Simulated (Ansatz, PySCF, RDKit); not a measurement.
Dimer: NH3 (SMILES N) (first 4 atoms) with H4OSi (SMILES O[SiH3]); geometry from B3LYP-D3(BJ)/def2-TZVP, rigid monomers moved along the line of their centres of mass till N1···H7 is 1.67 Å.
(charge 0, multiplicity 1):
```xyz
10

N      0.4398    -0.2167     0.1069
H      0.4335     0.7346    -0.2437
H      1.2590    -0.6788    -0.2721
H     -0.3781    -0.6878    -0.2633
O      0.6532    -0.3711     2.7437
Si    -0.5164     0.3035     3.6662
H      0.5750    -0.3152     1.7643
H     -0.6557     1.7666     3.4283
H     -0.1462     0.0857     5.0819
H     -1.8542    -0.3031     3.4235
```

Monomers are frozen at their geometry in the pair; levels with a basis set take the counterpoise correction. Rows marked so take none. RDKit's UFF carries no charges.

Rows in 3-21G carry no dispersion term and start afresh at each structure.

The values were computed with Ansatz (Gaussian basis) for Hartree–Fock, density functionals and correlated methods; PySCF for 3-21G rows, the dispersion terms; RDKit for the force fields. Each number belongs to the level named beside it.

Problem. Estimate the interaction energy that UFF returns for this input.

Solution. 164.1 kcal/mol

Problem. What is the computed interaction energy (HF/3-21G (no counterpoise))?

Solution. -14.1 kcal/mol

Problem. Predict the interaction energy from PBE-D4/def2-TZVPPD.

Solution. -9.8 kcal/mol

Ansatz is a first-principles code.
